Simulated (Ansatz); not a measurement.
Total energies of Si4N4O2 (the lowest singlet isomer of a short search) from Ansatz at PBE-D4/def2-SVP, gas phase (1 Eh = 27.2114 eV = 2625.5 kJ/mol). The reference geometry is relaxed at PBE0-D4/def2-SVP.

```xyz
10

Si    0.7543    0.1069   -0.9105
Si    2.1131   -1.6707   -0.1489
Si   -2.1129    1.6709    0.1490
Si   -0.7543   -0.1069    0.9105
N    -2.1220    0.5748    1.4936
N     2.1217   -0.5751   -1.4938
N    -0.6062    0.9830   -0.5710
N     0.6062   -0.9830    0.5709
O     2.9577   -2.8193    0.3778
O    -2.9576    2.8195   -0.3776
```

```json
{"state": "charge 0 singlet", "geometry": "reference", "energy (Eh)": "-1525.88242"}
{"state": "charge -1 doublet", "geometry": "reference", "energy (Eh)": "-1525.95882"}
{"state": "charge -1 doublet", "geometry": "relaxed at PBE0-D4/def2-SVPD", "energy (Eh)": "-1525.99729"}
{"state": "free Si atom (triplet)", "geometry": "–", "energy (Eh)": "-289.12416"}
{"state": "free N atom (quartet)", "geometry": "–", "energy (Eh)": "-54.46658"}
{"state": "free O atom (triplet)", "geometry": "–", "energy (Eh)": "-74.91467"}
```

(1) Work out the vertical electron affinity, to the doublet.

(2) How much does the charge -1 doublet relax, and what is the adiabatic electron affinity?

(3) What is the binding energy per atom against free atoms?

(1) E(charge 0 singlet) − E(charge -1 doublet) = -1525.88242 − (-1525.95882) = 0.07640 Eh = 2.08 eV. The basis lacks diffuse functions, which makes affinities too small.

(2) Relaxation: -1525.95882 − (-1525.99729) = 0.03847 Eh = 1.05 eV. Adiabatic electron affinity: 0.11487 Eh = 3.13 eV, without zero-point energy. 

(3) Atoms: 4 × (-289.12416) + 4 × (-54.46658) + 2 × (-74.91467) = -1524.19230 Eh. Binding: -1524.19230 − (-1525.88242) = 1.69012 Eh = 45.99 eV, or 4.60 eV for each of 10 atoms (no zero-point energy, no counterpoise term).

At PBE-D4/def2-SVP the highest occupied level of the charge -1 doublet lies above zero (up to 0.22 eV). By energy differences its removal costs 2.08 eV (vertical, to the charge 0 singlet, at PBE-D4/def2-SVP); self-interaction error and the lack of diffuse functions both raise the level. 

The structure comes from a short search, and lower isomers may exist.
